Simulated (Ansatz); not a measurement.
Reaction (ligand exchange at the Sn–F bond): `[NH2][Sn][F]` + H₂S → `[NH2][Sn][SH]` + H–F

Computed with Ansatz on PBE0-D4/def2-TZVP structures; ΔE is electronic, products minus reactants. CCSD(T)/CBS is the MP2 limit (def2-TZVPP, def2-QZVPP) plus CCSD(T) − MP2 in def2-TZVPP, frozen cores. This one scheme is used for every species. DFT in def2-TZVPP. def2 core potentials past Kr. For Sn outer-core shells are correlated without core-valence functions, which leaves a few kJ/mol of doubt a bond. One conformer a species, not always the lowest.

`[NH2][Sn][F]`:

```xyz
5

N     0.681   -0.195    0.071
Sn   -0.725    1.135    0.587
F    -2.077    0.222   -0.484
H     1.643   -0.192    0.371
H     0.479   -0.970   -0.546
```

H₂S:

Cartesian coordinates in Å:
```
S 0.547 -0.066 0.283
H -0.621 -0.722 0.353
H 0.073 0.789 -0.635
```

`[NH2][Sn][SH]`:

```xyz
6

N     0.021    0.704   -1.150
Sn   -1.209   -0.230    0.136
S     0.638   -0.893    1.592
H     1.024    0.770   -1.060
H    -0.308    1.170   -1.980
H    -0.167   -1.522    2.462
```

H–F:

```xyz
2

F     0.118    0.032   -0.443
H    -0.118   -0.032    0.443
```

| species | revPBE-D4 energy (Eh) |
| --- | --- |
| `[NH2][Sn][F]` | -370.24388 |
| H₂S | -399.33581 |
| `[NH2][Sn][SH]` | -669.11996 |
| H–F | -100.45779 |

Task: Work out ΔE.

Result: ΔE = (-669.11996) + (-100.45779) − (-370.24388) − (-399.33581) = 0.00194 Eh = +5.1 kJ/mol. CCSD(T)/CBS gives +4.9 kJ/mol.

Largest T1 diagnostic among the species: 0.017.

Leaving LDA and LC-ωPBE aside and taking each functional with its dispersion term where it has one, the values, not all of them listed here, spread over 21.2 kJ/mol, from HSE06-D4 to CAM-B3LYP-D4. LDA lies −7.7 kJ/mol from PBE without D4. In def2-TZVPP, CCSD(T) changes the Hartree–Fock value by −12.3 kJ/mol (the triples alone add −2.6 kJ/mol) and MP2 by −18.8 kJ/mol.
